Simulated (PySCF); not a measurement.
C₂H₈SiTe, SMILES CC[Te][SiH3].

The structure is a stationary point at B3LYP-D3(BJ)/def2-SVP. The structure was generated by enumeration, and PubChem lists no compound with its InChIKey, so it may never have been made. The def2 effective core potentials stand for the cores of Te; spin–orbit coupling is left out. The values are those of a single conformer.

Calculation: TDA-PBE/def2-SVPD in PySCF.

Vertical excitations. Gas-phase values at a fixed geometry.

```
state  energy (eV)  λ (nm)      f                                              main pairs
-----  -----------  ------  -----  ------------------------------------------------------
S1            3.62     343  0.003                                          HOMO→LUMO 99 %
S2            4.31     288  0.012                                        HOMO→LUMO+1 97 %
S3            4.85     256  0.022                                        HOMO→LUMO+2 98 %
S4            5.27     235  0.005                                        HOMO→LUMO+3 95 %
S5            5.38     230  0.012                      HOMO→LUMO+4 80 %, HOMO−1→LUMO 16 %
S6            5.47     227  0.011                                        HOMO→LUMO+5 99 %
S7            5.72     217  0.027                                        HOMO→LUMO+6 85 %
S8            5.75     216  0.052                                        HOMO→LUMO+7 81 %
S9            5.93     209  0.068  HOMO−1→LUMO 51 %, HOMO−2→LUMO+1 13 %, HOMO→LUMO+4 12 %
S10           6.13     202  0.031                    HOMO−2→LUMO 47 %, HOMO−1→LUMO+1 46 %
T1            3.21     387      0                                         HOMO→LUMO 100 %
T2            3.85     322      0                                        HOMO→LUMO+1 99 %
T3            4.72     263      0                                        HOMO→LUMO+2 97 %
T4            4.90     253      0                                        HOMO−1→LUMO 88 %
```
Triplets are in the Tamm–Dancoff approximation.
